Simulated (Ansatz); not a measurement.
`OBCCl` + HCl → `ClBCCl` + H₂O at 600 K and 1 bar (ligand exchange at a B–O bond).

Program: Ansatz. Geometries: PBE0-D4/def2-TZVP. ΔE: electronic, gas phase. CBS: MP2 limit from def2 TZ/QZ plus the TZ coupled-cluster correction, frozen cores. This one scheme is used for every species. One conformer a species, not always the lowest.

```json
{"species": "`OBCCl`", "CCSD(T)/CBS energy (Eh)": "-600.26080", "H − E (kJ/mol)": "192.4", "S (J/(mol·K))": "362.4"}
{"species": "HCl", "CCSD(T)/CBS energy (Eh)": "-460.38127", "H − E (kJ/mol)": "35.4", "S (J/(mol·K))": "207.2"}
{"species": "`ClBCCl`", "CCSD(T)/CBS energy (Eh)": "-984.24021", "H − E (kJ/mol)": "154.6", "S (J/(mol·K))": "374.2"}
{"species": "H₂O", "CCSD(T)/CBS energy (Eh)": "-76.37941", "H − E (kJ/mol)": "76.8", "S (J/(mol·K))": "212.8"}
```

H − E and S are ideal-gas, rigid-rotor, harmonic terms from PBE0-D4/def2-TZVP, for one conformer and one mirror image of each species. 1 Eh = 2625.50 kJ/mol, R = 8.31446 J/(mol·K).

**Question.** By hand: ΔE, ΔH, ΔS and ΔG.

**Answer.** ΔE = (-984.24021) + (-76.37941) − (-600.26080) − (-460.38127) = 0.02245 Eh = 58.9 kJ/mol. Δ(H − E) = 154.6 + 76.8 − 192.4 − 35.4 = 3.6, so ΔH = 62.5 kJ/mol. ΔS = 374.2 + 212.8 − 362.4 − 207.2 = 17.4 J/(mol·K). ΔG = 62.5 − 600 × (17.4)/1000 = 52.1 kJ/mol.

**Question.** By hand: the equilibrium constant, and the temperature at which ΔG would vanish if ΔH and ΔS stayed fixed.

**Answer.** log₁₀ K = −ΔG/(RT ln 10) = -4.5. ΔG = 0 at ΔH/ΔS = 3592 K, far beyond where these terms or the molecules hold.

ΔH outweighs TΔS. A doubt of 5 kJ/mol in ΔE shifts log₁₀ K by 0.4 here. Other conformers and mirror images would add mixing entropy, several J/(mol·K) or more a flexible species. These are equilibria of isolated gas molecules and say nothing of rates. Largest T1 diagnostic: 0.012 (customary marks: 0.02 for closed shells, 0.045 for open ones).
